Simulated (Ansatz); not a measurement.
The molecule MgTa, multiplicity 6 (lowest of 2S+1 = 2, 4, 6 at CCSD(T)/def2-TZVPP on PBE0 minima; our sources give no spin for the ground state, which may be another). No spin–orbit coupling.

Constants: fifth-degree fit in 1/R to seven points, most abundant isotopes. Runs in def2 and cc sets follow the lowest solution found near the PBE0 minimum.

Run with Ansatz (a first-principles code). Values without a source in brackets are computed. In def2 rows elements past Kr take small-core potentials, without spin–orbit coupling.

Energies at B3LYP/def2-TZVPP:

```tsv
R (Å)	E (hartree)
2.617465	-256.94859519
2.687827	-256.95055543
2.752560	-256.95148198
2.825737	-256.95172937
2.898913	-256.95131774
2.983347	-256.95023658
3.081854	-256.94840955
```

Q: With a reduced mass of 21.1779 u, find the minimum, the force constant and the constants.

A: A fifth-degree polynomial in 1/R puts the minimum at r_e = 2.8135 Å with force constant 55.9 N/m. Then ω_e = (1/2πc)√(k/μ) = 212 cm⁻¹ and B_e = h/(8π²cμr_e²) = 0.1006 cm⁻¹; the cubic and quartic terms give α_e = 0.00071 and ω_e x_e = 1.3 cm⁻¹.
